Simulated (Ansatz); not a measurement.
Reaction (formal exchange of groups at the Si–Si bond): `C[Si@@H](O)[Si@H](O)Cl` + `NCF` → `C[SiH](N)O` + `O[SiH](Cl)CF`

Gas-phase electronic energies from Ansatz, PBE0-D4/def2-TZVP geometries. CCSD(T)/CBS is the MP2 limit (def2-TZVPP, def2-QZVPP) plus CCSD(T) − MP2 in def2-TZVPP, frozen cores. Functionals use def2-TZVPP. One conformer a species, not always the lowest.

Task: Is it downhill or uphill in electronic energy at CCSD(T)/CBS, and by how much? (An estimate is asked.)

Result: The calculation gave: Downhill: ΔE = -1.01 eV.

Task: What do these levels give: B2PLYP, r2SCAN, MP2/def2-TZVPP, SCS-MP2/def2-TZVPP, HF/def2-QZVPP, MP2/CBS(def2)? (Best estimate.)

Result: Computed: B2PLYP -0.99, r2SCAN -0.94, MP2/def2-TZVPP -1.05, SCS-MP2/def2-TZVPP -1.04, HF/def2-QZVPP -1.08, MP2/CBS(def2) -1.07 eV.

Largest T1 diagnostic among the species: 0.011.

From PBE to PBE0 (25 % exact exchange), in def2-TZVPP and without D4, ΔE moves by −0.08 eV.
